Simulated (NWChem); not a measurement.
System: C$_{4}$H$_{5}$NO; SMILES C(/C=C)=N\C=O

```xyz
11

C      0.4873    -2.7482    -0.0443
C     -0.3444    -1.7208     0.1751
C      0.0240    -0.3503    -0.1373
N     -0.7734     0.6284     0.0586
C     -0.3143     1.9227    -0.1694
O      0.7480     2.3558     0.1955
H      1.4810    -2.5900    -0.4760
H      0.2089    -3.7758     0.2012
H     -1.3396    -1.8680     0.6057
H      1.0345    -0.1857    -0.5597
H     -1.0716     2.5539    -0.6898
```
Atoms are numbered in this order, from 1.

All runs: NWChem. All runs use the structure optimised with PBE0/def2-SVP.

For level BHandHLYP/def2-SVP:

- highest occupied level (eV): -8.97
- orbital gap (eV): 7.89
- dipole (D): 3.39

Q: How do the values read with level Hartree-Fock/def2-SVP instead?

A: The highest occupied level (eV) is -10.40 and the orbital gap (eV) is 12.08. The dipole (D) comes out as 3.66.
